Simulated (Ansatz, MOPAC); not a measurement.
Molecule: H₃Si₂OCl₂, net charge 0, doublet state. SMILES: [SiH3]O[Si](Cl)Cl

Atoms: Si1, O2, Si3, Cl4, Cl5, H6, H7, H8. Bonds: Si1-O2, Si1-H6, Si1-H7, Si1-H8, O2-Si3, Si3-Cl4, Si3-Cl5.

Bond lengths (Å) and angles (degrees) optimised at AM1 with MOPAC; PM7 with MOPAC; HF/6-31G* with Ansatz (a first-principles code); PBE/6-31G* with Ansatz; B3LYP/LANL2DZ with Ansatz; MP2/6-31G* with Ansatz, each started from the B3LYP-D3(BJ)/def2-TZVP structure (Ansatz) of the last column. A row stands for all coordinates that are equal there; 11 of 16 kinds are shown. 6-31G* holds six Cartesian d functions. No wavenumbers were computed at PBE/6-31G*, B3LYP/LANL2DZ, MP2/6-31G*, so these may be saddle points.

```json
[
 {"coordinate": "Si1-O2", "AM1": "1.734", "PM7": "1.609", "HF/6-31G*": "1.649", "PBE/6-31G*": "1.688", "B3LYP/LANL2DZ": "1.694", "MP2/6-31G*": "1.681", "B3LYP-D3(BJ)/def2-TZVP": "1.656"},
 {"coordinate": "Si1-H6", "AM1": "1.454", "PM7": "1.458", "HF/6-31G*": "1.470", "PBE/6-31G*": "1.497", "B3LYP/LANL2DZ": "1.481", "MP2/6-31G*": "1.481", "B3LYP-D3(BJ)/def2-TZVP": "1.478"},
 {"coordinate": "Si1-H8", "AM1": "1.454", "PM7": "1.458", "HF/6-31G*": "1.469", "PBE/6-31G*": "1.494", "B3LYP/LANL2DZ": "1.481", "MP2/6-31G*": "1.478", "B3LYP-D3(BJ)/def2-TZVP": "1.476"},
 {"coordinate": "O2-Si3", "AM1": "1.686", "PM7": "1.535", "HF/6-31G*": "1.599", "PBE/6-31G*": "1.647", "B3LYP/LANL2DZ": "1.631", "MP2/6-31G*": "1.633", "B3LYP-D3(BJ)/def2-TZVP": "1.616"},
 {"coordinate": "Si3-Cl4", "AM1": "2.026", "PM7": "1.961", "HF/6-31G*": "2.061", "PBE/6-31G*": "2.096", "B3LYP/LANL2DZ": "2.213", "MP2/6-31G*": "2.061", "B3LYP-D3(BJ)/def2-TZVP": "2.075"},
 {"coordinate": "Si3-Cl5", "AM1": "2.026", "PM7": "1.961", "HF/6-31G*": "2.061", "PBE/6-31G*": "2.084", "B3LYP/LANL2DZ": "2.213", "MP2/6-31G*": "2.052", "B3LYP-D3(BJ)/def2-TZVP": "2.066"},
 {"coordinate": "Si1-O2-Si3", "AM1": "169.9", "PM7": "179.9", "HF/6-31G*": "169.0", "PBE/6-31G*": "143.2", "B3LYP/LANL2DZ": "178.1", "MP2/6-31G*": "146.3", "B3LYP-D3(BJ)/def2-TZVP": "147.6"},
 {"coordinate": "O2-Si3-Cl4", "AM1": "110.4", "PM7": "120.4", "HF/6-31G*": "109.6", "PBE/6-31G*": "110.3", "B3LYP/LANL2DZ": "108.5", "MP2/6-31G*": "110.1", "B3LYP-D3(BJ)/def2-TZVP": "109.3"},
 {"coordinate": "O2-Si3-Cl5", "AM1": "110.4", "PM7": "120.4", "HF/6-31G*": "109.6", "PBE/6-31G*": "107.5", "B3LYP/LANL2DZ": "108.5", "MP2/6-31G*": "109.1", "B3LYP-D3(BJ)/def2-TZVP": "109.0"},
 {"coordinate": "Cl4-Si3-Cl5", "AM1": "114.8", "PM7": "119.2", "HF/6-31G*": "108.7", "PBE/6-31G*": "109.4", "B3LYP/LANL2DZ": "109.4", "MP2/6-31G*": "109.1", "B3LYP-D3(BJ)/def2-TZVP": "109.3"},
 {"coordinate": "O2-Si1-H6", "AM1": "108.4", "PM7": "109.5", "HF/6-31G*": "108.7", "PBE/6-31G*": "110.1", "B3LYP/LANL2DZ": "108.2", "MP2/6-31G*": "109.6", "B3LYP-D3(BJ)/def2-TZVP": "109.5"}
]
```

Mean signed difference of all 7 bond lengths from B3LYP-D3(BJ)/def2-TZVP: AM1 -0.001 Å, PM7 -0.058 Å, HF/6-31G* -0.009 Å, PBE/6-31G* 0.023 Å, B3LYP/LANL2DZ 0.050 Å, MP2/6-31G* 0.003 Å.
